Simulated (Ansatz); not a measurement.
A structure drawn as `C[O][Al][Cl]`, with this starting geometry:

Cartesian coordinates in Å:
```
C -0.733 -0.380 0.420
O 0.495 0.035 0.869
Al 1.666 -0.002 -0.556
Cl 2.004 1.692 -1.788
H -1.466 -0.287 1.311
H -1.183 0.356 -0.325
H -0.784 -1.414 0.069
```

Charge 0, multiplicity 2.

(1) Relax it with Ansatz at PBE-D4/def2-SVP and then PBE0-D4/def2-TZVP. Is the drawn bonding still there?

(2) Give the relaxed structure. (An estimate is asked.)

Atoms count as bonded under 1.1 times the sum of their covalent radii (H–H under 0.85 Å, pairs among N, O and F under 1.55 Å), and a drawn bond as lost past 1.3 times.

## Answers

(1) Yes, every drawn bond is still there and no new one forms.

(2) Computed: 
Z-matrix (Å, degrees):
```
C
O 1 1.402
H 1 1.094 2 109.8
H 1 1.095 2 112.2 3 120.6
H 1 1.094 2 109.8 3 -118.7
Al 2 1.678 1 137.2 3 -121.4
Cl 6 2.117 2 119.4 1 0.1
```
All modes are real.
